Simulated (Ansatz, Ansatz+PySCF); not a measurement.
```xyz
2

Al    0.0000    0.0000    0.0000
S     0.0000    0.0000    2.2319
```

Basis set: def2-SVP (spherical functions). Correlated methods keep 10 orbitals frozen. Correlation on ROHF uses semicanonical orbitals with singles. Charge 0, multiplicity 2.

Computed with Ansatz (development build ahead of 0.2.0); each method stands on the lowest determinant of its kind that the runs found.

The atomization energy at this shape (free ground-state atoms in the same class of orbitals less the molecule, no zero-point energy) of doublet AlS:

| method | atomization energy |
| --- | --- |
| ROHF-MP2 | 75.04 kcal/mol |
| UHF-MP2 | 73.74 kcal/mol |
| UHF-CCSD(T) | 75.26 kcal/mol |
| UHF | 56.10 kcal/mol |

What does ROHF give?

57.54 kcal/mol. Caution: the shape is not the minimum. Caution for ROHF-MP2: a plain start can end on a higher determinant. Caution for ROHF-MP2, UHF-MP2, UHF-CCSD(T): another reference gives a lower total. Caution for UHF-MP2, UHF-CCSD(T), UHF: the determinant may break the point group; the unrestricted determinant is spin contaminated.
